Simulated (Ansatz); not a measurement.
The cluster Mg2O3H2. Total charge 0; singlet. Geometry r2SCAN-D4/def2-SVP; atoms count from 1.

```xyz
7

Mg   -0.2425   -0.6647   -0.8617
Mg    0.5252    1.4372    1.8717
O     0.4377    0.9313   -0.0019
O    -0.1478   -0.1669    1.0069
O    -0.6391   -1.7135   -2.2235
H     0.8927    2.4456    3.1826
H    -0.8262   -2.2691   -2.9740
```

The restricted singlet is unstable towards broken spin symmetry in Hartree–Fock (as tested in another run); at PBE0-D4/def2-TZVP this wasn't settled. Another isomer (singlet) lies 1.86 eV lower at PBE0-D4/def2-TZVP; other spin states weren't run for this one.

Estimate the Mulliken populations from the PBE0/def2-TZVP orbitals of Ansatz.


```
atom  charge (e)
 Mg1        1.07
 Mg2        0.68
  O3       -0.55
  O4       -0.55
  O5       -0.82
  H6       -0.13
  H7        0.30
```
Mulliken values depend strongly on the basis.

And the Mayer bond orders between heavy atoms (over 0.3)?

Mg1–O3 0.40 (1.94 Å); Mg1–O4 0.40 (1.94 Å); Mg1–O5 0.86 (1.76 Å); Mg2–O3 0.38 (1.94 Å); Mg2–O4 0.38 (1.94 Å); O3–O4 0.77 (1.60 Å).
